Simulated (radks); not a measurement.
Results of a calculation; reference values are marked as such.
Effect of the nuclear size on the iridium ion Ir+, [Xe] 4f14 5d7 6s1. Level of theory: Dirac Kohn-Sham, PBE, spin-unpolarised, spherical densities, finite nucleus; open shells fill j = l - 1/2 first; Fermi nuclear charge, rms radius 5.4032 fm (a radial shooting solver on a logarithmic mesh with Libxc functionals). The rms radius is varied about that value; shifts are against it.

| rms radius (fm) | total energy shift (eV) | density at nucleus (e/bohr^3) | 1s1/2 shift (meV) | 2s1/2 shift (meV) | 4p1/2 shift (meV) | 5s1/2 shift (meV) | 5p1/2 shift (meV) | 6s1/2 shift (meV) | 6p1/2 (empty) shift (meV) |
|---|---|---|---|---|---|---|---|---|---|
| 4.8034 | -16.7 | 1.903e+06 | -6710 | -973 | -0.684 | -10.1 | 0.145 | -1.03 | 0.092 |
| 5.2303 | -4.93 | 1.843e+06 | -1990 | -288 | -0.203 | -3.00 | 0.043 | -0.305 | 0.027 |
| 5.4032 | 0 | 1.821e+06 | 0.000 | 0.000 | 0.000 | 0.000 | 0.000 | 0.000 | 0.000 |
| 5.7436 | 10.00 | 1.779e+06 | 4030 | 583 | 0.415 | 6.08 | -0.086 | 0.618 | -0.055 |
| 6.4244 | 31.1 | 1.705e+06 | 12500 | 1820 | 1.30 | 18.9 | -0.267 | 1.92 | -0.171 |

Slopes of the eigenvalues against <r^2> in GHz/fm^2, as finite differences over the two radii next to the reference (eigenvalue slopes, not the field-shift constants of lines): 1s1/2 258000, 2s1/2 37400, 4p1/2 26.5, 5s1/2 390, 5p1/2 -5.54, 6s1/2 39.6, 6p1/2 (empty) -3.52.
